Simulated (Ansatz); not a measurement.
Computed with PBE0-D3(BJ)/def2-TZVP (Ansatz, a quantum-chemistry and plane-wave program). No frequencies were computed at this level.

Ansatz 0.2 input:
```yaml
crystal:
  periodic: [false, false, false]
  atoms:
    - { symbol: N, position_ang: [-1.32402, -1.019409, 0.233058] }
    - { symbol: Si, position_ang: [-0.204548, 0.221522, 0.620866] }
    - { symbol: Si, position_ang: [1.524777, 0.763493, -0.651223] }
    - { symbol: H, position_ang: [-1.424778, -1.864475, 0.770786] }
    - { symbol: H, position_ang: [-1.668849, -1.142086, -0.702906] }
    - { symbol: H, position_ang: [-0.064186, -0.043888, 2.061734] }
    - { symbol: H, position_ang: [1.135791, 0.984362, -2.062477] }
    - { symbol: H, position_ang: [2.025813, 2.100481, -0.269837] }
basis:
  gaussian: { orbitals: def2-tzvp }
hamiltonian:
  xc: pbe0
  dispersion: d3bj
relax:
  max_steps: 150
```

Output:

```
Functional definition: PBE0
911 factors; their error is unknown
mean field evaluation 1: about -17312.1597 eV, gradient 5.7e1 eV
mean field evaluation 2: about -17295.2740 eV, gradient 9.4e1 eV
mean field evaluation 4: about -17317.8390 eV, gradient 9.7e0 eV
mean field evaluation 8: about -17318.2940 eV, gradient 2.2e-1 eV
mean field evaluation 16: about -17318.2941 eV, gradient 6.7e-5 eV
mean field -17318.29405587 eV, -636.4355677920 hartree, gradient 6.7e-5 eV, S^2 0.000000; 0 other end points of the search recorded, 0 dependent functions left out
reference -17318.29408653 eV, -636.4355689186 hartree; 20, 20 occupied and 115, 115 virtual orbitals, 911 factors
relax step   1: F+E_penalty+E_count = -17318.45230460 eV  Δ(F+E_penalty+E_count) = +0.000e0 eV  max|allowed force component| = 8.593e-1 eV/Å  Δτ_max = 0.0000 Å  (27 SCF iters, accepted)
these checks for a lower state are left out or cut short: starts, cluster_reference, orbital_swaps, neighbouring_geometries, increment
911 factors; their error is unknown
mean field -17318.39288499 eV, -636.4391996950 hartree, gradient 1.0e-5 eV, S^2 0.000000; 0 other end points of the search recorded, 0 dependent functions left out
reference -17318.39291557 eV, -636.4392008190 hartree; 20, 20 occupied and 115, 115 virtual orbitals, 911 factors
relax step   2: F+E_penalty+E_count = -17318.55070180 eV  Δ(F+E_penalty+E_count) = -9.840e-2 eV  max|allowed force component| = 7.074e-1 eV/Å  Δτ_max = 0.1935 Å  (29 SCF iters, accepted)
these checks for a lower state are left out or cut short: starts, cluster_reference, orbital_swaps, neighbouring_geometries, increment
911 factors; their error is unknown
mean field -17318.41780198 eV, -636.4401153775 hartree, gradient 1.8e-5 eV, S^2 0.000000; 0 other end points of the search recorded, 0 dependent functions left out
reference -17318.41783242 eV, -636.4401164964 hartree; 20, 20 occupied and 115, 115 virtual orbitals, 911 factors
relax step   3: F+E_penalty+E_count = -17318.57618876 eV  Δ(F+E_penalty+E_count) = -2.549e-2 eV  max|allowed force component| = 2.892e-1 eV/Å  Δτ_max = 0.0574 Å  (31 SCF iters, accepted)
these checks for a lower state are left out or cut short: starts, cluster_reference, orbital_swaps, neighbouring_geometries, increment
911 factors; their error is unknown
mean field evaluation 32: about -17318.3613 eV, gradient 5.5e-2 eV
mean field -17318.43167611 eV, -636.4406252423 hartree, gradient 8.5e-6 eV, S^2 0.000000; 0 other end points of the search recorded, 0 dependent functions left out
reference -17318.43170649 eV, -636.4406263590 hartree; 20, 20 occupied and 115, 115 virtual orbitals, 911 factors
relax step   4: F+E_penalty+E_count = -17318.59040527 eV  Δ(F+E_penalty+E_count) = -1.422e-2 eV  max|allowed force component| = 1.251e-1 eV/Å  Δτ_max = 0.0608 Å  (30 SCF iters, accepted)
these checks for a lower state are left out or cut short: starts, cluster_reference, orbital_swaps, neighbouring_geometries, increment
911 factors; their error is unknown
mean field -17318.42544610 eV, -636.4403962937 hartree, gradient 2.4e-5 eV, S^2 0.000000; 0 other end points of the search recorded, 0 dependent functions left out
reference -17318.42547632 eV, -636.4403974043 hartree; 20, 20 occupied and 115, 115 virtual orbitals, 911 factors
relax step   5: F+E_penalty+E_count = -17318.58498082 eV  Δ(F+E_penalty+E_count) = +5.424e-3 eV  max|allowed force component| = 2.660e-1 eV/Å  Δτ_max = 0.0934 Å  (30 SCF iters, rejected (line search))
these checks for a lower state are left out or cut short: starts, cluster_reference, orbital_swaps, neighbouring_geometries, increment
911 factors; their error is unknown
mean field -17318.43561234 eV, -636.4407698963 hartree, gradient 9.9e-6 eV, S^2 0.000000; 0 other end points of the search recorded, 0 dependent functions left out
reference -17318.43564270 eV, -636.4407710118 hartree; 20, 20 occupied and 115, 115 virtual orbitals, 911 factors
relax step   6: F+E_penalty+E_count = -17318.59438171 eV  Δ(F+E_penalty+E_count) = -3.976e-3 eV  max|allowed force component| = 7.623e-2 eV/Å  Δτ_max = 0.0456 Å  (30 SCF iters, accepted)
these checks for a lower state are left out or cut short: starts, cluster_reference, orbital_swaps, neighbouring_geometries, increment
911 factors; their error is unknown
mean field -17318.43698793 eV, -636.4408204483 hartree, gradient 1.3e-5 eV, S^2 0.000000; 0 other end points of the search recorded, 0 dependent functions left out
reference -17318.43701825 eV, -636.4408215626 hartree; 20, 20 occupied and 115, 115 virtual orbitals, 911 factors
relax step   7: F+E_penalty+E_count = -17318.59577538 eV  Δ(F+E_penalty+E_count) = -1.394e-3 eV  max|allowed force component| = 7.332e-2 eV/Å  Δτ_max = 0.0524 Å  (30 SCF iters, accepted)
these checks for a lower state are left out or cut short: starts, cluster_reference, orbital_swaps, neighbouring_geometries, increment
911 factors; their error is unknown
mean field evaluation 64: about -17318.4372 eV, gradient 1.0e-5 eV
mean field -17318.43722872 eV, -636.4408292972 hartree, gradient 1.0e-5 eV, S^2 0.000000; 0 other end points of the search recorded, 0 dependent functions left out
reference -17318.43725903 eV, -636.4408304109 hartree; 20, 20 occupied and 115, 115 virtual orbitals, 911 factors
relax step   8: F+E_penalty+E_count = -17318.59598900 eV  Δ(F+E_penalty+E_count) = -2.136e-4 eV  max|allowed force component| = 2.322e-2 eV/Å  Δτ_max = 0.0128 Å  (31 SCF iters, accepted)
these checks for a lower state are left out or cut short: starts, cluster_reference, orbital_swaps, neighbouring_geometries, increment
911 factors; their error is unknown
mean field -17318.43726718 eV, -636.4408307104 hartree, gradient 2.4e-5 eV, S^2 0.000000; 0 other end points of the search recorded, 0 dependent functions left out
reference -17318.43729748 eV, -636.4408318240 hartree; 20, 20 occupied and 115, 115 virtual orbitals, 911 factors
relax step   9: F+E_penalty+E_count = -17318.59602849 eV  Δ(F+E_penalty+E_count) = -3.949e-5 eV  max|allowed force component| = 1.161e-2 eV/Å  Δτ_max = 0.0033 Å  (22 SCF iters, accepted)
these checks for a lower state are left out or cut short: starts, cluster_reference, orbital_swaps, neighbouring_geometries, increment
911 factors; their error is unknown
mean field -17318.43727835 eV, -636.4408311211 hartree, gradient 1.4e-5 eV, S^2 0.000000; 0 other end points of the search recorded, 0 dependent functions left out
reference -17318.43730866 eV, -636.4408322347 hartree; 20, 20 occupied and 115, 115 virtual orbitals, 911 factors
relax step  10: F+E_penalty+E_count = -17318.59603439 eV  Δ(F+E_penalty+E_count) = -5.900e-6 eV  max|allowed force component| = 6.282e-3 eV/Å  Δτ_max = 0.0013 Å  (23 SCF iters, accepted)
911 factors; their error is unknown
mean field -17318.43727835 eV, -636.4408311211 hartree, gradient 1.4e-5 eV, S^2 0.000000; 1 other end points of the search recorded, 0 dependent functions left out
reference -17318.43730866 eV, -636.4408322347 hartree; 20, 20 occupied and 115, 115 virtual orbitals, 911 factors
Total energy: -17318.59606470 eV, -636.4466664116 hartree
Atom 0 at    -1.239026    -1.057818     0.174071 Å, force    -0.003847    -0.003438    -0.005906 eV/Å
Atom 1 at    -0.037262     0.064690     0.569142 Å, force    -0.001202    -0.000442    -0.000588 eV/Å
Atom 2 at     1.643746     0.747172    -0.717431 Å, force     0.000302     0.000272    -0.000662 eV/Å
Atom 3 at    -1.718872    -1.628750     0.849252 Å, force     0.001404     0.000718     0.006282 eV/Å
Atom 4 at    -1.524581    -1.241999    -0.773261 Å, force     0.002720     0.003204    -0.000474 eV/Å
Atom 5 at     0.047649     0.019744     2.055819 Å, force     0.000382    -0.000141     0.000696 eV/Å
Atom 6 at     0.975213     0.988929    -2.040885 Å, force     0.000630    -0.000100     0.000404 eV/Å
Atom 7 at     1.853135     2.108031    -0.116705 Å, force    -0.000387    -0.000072     0.000247 eV/Å
Dipole moment:    -0.609501    -0.402149     0.166772 e Å
```

Cost: about 50 core-seconds (a rough figure).
